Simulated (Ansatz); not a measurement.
1-butyl-3-methylimidazolium dicyanamide (C₁₀H₁₅N₅). Total charge 0; singlet. Geometry r2SCAN-D4/def2-SVP; atoms count from 1.

```xyz
30

C     2.241   -2.616    2.560
C     1.563   -2.157    1.275
C     2.114   -0.831    0.755
C     1.486   -0.353   -0.548
N     0.042   -0.114   -0.425
C    -0.978   -0.893   -0.932
C    -2.153   -0.244   -0.664
N    -1.825    0.908    0.020
C    -2.777    1.937    0.419
C    -0.493    0.975    0.140
H     3.324   -2.754    2.413
H     1.827   -3.572    2.916
H     2.109   -1.875    3.366
H     1.683   -2.929    0.492
H     0.474   -2.063    1.444
H     1.999   -0.045    1.525
H     3.200   -0.917    0.578
H     1.913    0.602   -0.901
H     1.607   -1.102   -1.346
H    -0.781   -1.819   -1.464
H    -3.177   -0.464   -0.951
H    -2.221    2.805    0.793
H    -3.435    1.548    1.209
H    -3.351    2.218   -0.479
H     0.074    1.811    0.544
N    -3.080    1.893   -2.697
C    -1.967    2.229   -2.909
N    -0.753    2.596   -3.207
C     0.209    2.607   -2.337
N     1.126    2.619   -1.588
```

(1) Estimate the Mulliken populations of the heavy atoms from the PBE0/def2-TZVP orbitals of Ansatz.

(2) And the Mayer bond orders between heavy atoms (over 0.3)?

Answers

(1) 
```csv
atom,charge (e)
C1,-0.36
C2,-0.21
C3,-0.23
C4,-0.19
N5,0.07
C6,-0.12
C7,-0.07
N8,0.05
C9,-0.34
C10,-0.03
N26,-0.28
C27,0.03
N28,-0.33
C29,0.05
N30,-0.31
```
Mulliken values depend strongly on the basis.

(2) C1–C2 1.01 (1.52 Å); C2–C3 1.01 (1.53 Å); C3–C4 1.00 (1.52 Å); C4–N5 0.87 (1.47 Å); N5–C6 1.17 (1.38 Å); N5–C10 1.37 (1.34 Å); C6–C7 1.65 (1.37 Å); C7–N8 1.18 (1.38 Å); N8–C9 0.90 (1.46 Å); N8–C10 1.38 (1.34 Å); N26–C27 2.80 (1.18 Å); C27–N28 1.40 (1.30 Å); N28–C29 1.42 (1.30 Å); C29–N30 2.72 (1.18 Å).
